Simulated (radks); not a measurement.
The numbers below are computed, except where a source is named.
Effect of the nuclear size on the lutetium ion Lu2+, [Xe] 4f14 6s1. Level of theory: Dirac Kohn-Sham, LDA (Slater exchange, Perdew-Wang correlation), spin-unpolarised, spherical densities, finite nucleus; Fermi nuclear charge, rms radius 5.37 fm (a radial shooting solver on a logarithmic mesh with Libxc functionals). The rms radius is varied about that value; shifts are against it.

rms radius (fm)  total energy shift (eV)  density at nucleus (e/bohr^3)  1s1/2 shift (meV)  2s1/2 shift (meV)  4p1/2 shift (meV)  5s1/2 shift (meV)  5p1/2 shift (meV)  6s1/2 shift (meV)  6p1/2 (empty) shift (meV)
4.3551                             -15.4                      1.183e+06              -6260               -858              0.122              -7.04              0.442             -0.828                      0.174
5.1445                             -3.60                      1.122e+06              -1470               -201              0.028              -1.65              0.104             -0.194                      0.041
5.37                                   0                      1.107e+06              0.000              0.000              0.000              0.000              0.000              0.000                      0.000
5.8855                              8.63                      1.075e+06               3520                482             -0.065               3.96             -0.248              0.465                     -0.098
6.2507                              15.1                      1.055e+06               6140                842             -0.112               6.91             -0.433              0.811                     -0.171

Slopes of the eigenvalues against <r^2> in GHz/fm^2, as finite differences over the two radii next to the reference (eigenvalue slopes, not the field-shift constants of lines): 1s1/2 147000, 2s1/2 20200, 4p1/2 -2.74, 5s1/2 166, 5p1/2 -10.4, 6s1/2 19.5, 6p1/2 (empty) -4.10.
